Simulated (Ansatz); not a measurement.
CH4ClFHfOS (`C[S][Hf]([OH])([F])[Cl]`). Charge 0, multiplicity 1. Hf: def2 effective core potential. All single points use the PBE0-D4/def2-TZVP geometry. It is one conformer, not always the lowest.

```xyz
10

C     1.141    1.014    0.936
S    -0.397    1.674    0.197
Hf   -1.205   -0.528   -0.396
O     0.009   -1.327   -1.617
F    -1.204   -1.586    1.189
Cl   -3.357   -0.309   -1.310
H     1.217    1.383    1.958
H     1.993    1.359    0.352
H     1.176   -0.080    0.979
H     0.626   -1.599   -2.289
```

Problem. What is the dipole moment at r2SCAN/def2-TZVPP? (Best estimate.)

Solution. Ansatz gave: 3.50 D, with components (3.27, -0.82, -0.94) D in this frame, pointing from negative to positive charge.

Problem. And with PBE, B3LYP, ωB97M-V? (Estimate.)

Solution. Ansatz gave: PBE 3.39 D, B3LYP 3.40 D, ωB97M-V 3.41 D.

Problem. Give the Mulliken charges with r2SCAN, ωB97M-V, B3LYP in def2-TZVPP. (An estimate is asked.)

Solution. Computed: 
```json
{"atom": "C1", "r2SCAN": "-0.11", "ωB97M-V": "-0.30", "B3LYP": "-0.23"}
{"atom": "S2", "r2SCAN": "-0.28", "ωB97M-V": "-0.21", "B3LYP": "-0.25"}
{"atom": "Hf3", "r2SCAN": "1.01", "ωB97M-V": "0.90", "B3LYP": "0.99"}
{"atom": "O4", "r2SCAN": "-0.45", "ωB97M-V": "-0.40", "B3LYP": "-0.43"}
{"atom": "F5", "r2SCAN": "-0.34", "ωB97M-V": "-0.33", "B3LYP": "-0.35"}
{"atom": "Cl6", "r2SCAN": "-0.28", "ωB97M-V": "-0.24", "B3LYP": "-0.27"}
{"atom": "H7", "r2SCAN": "0.09", "ωB97M-V": "0.15", "B3LYP": "0.13"}
{"atom": "H8", "r2SCAN": "0.09", "ωB97M-V": "0.14", "B3LYP": "0.12"}
{"atom": "H9", "r2SCAN": "0.07", "ωB97M-V": "0.12", "B3LYP": "0.10"}
{"atom": "H10", "r2SCAN": "0.20", "ωB97M-V": "0.17", "B3LYP": "0.19"}
```

B3LYP here is the variant with VWN-RPA as its local correlation; programs differ in this.
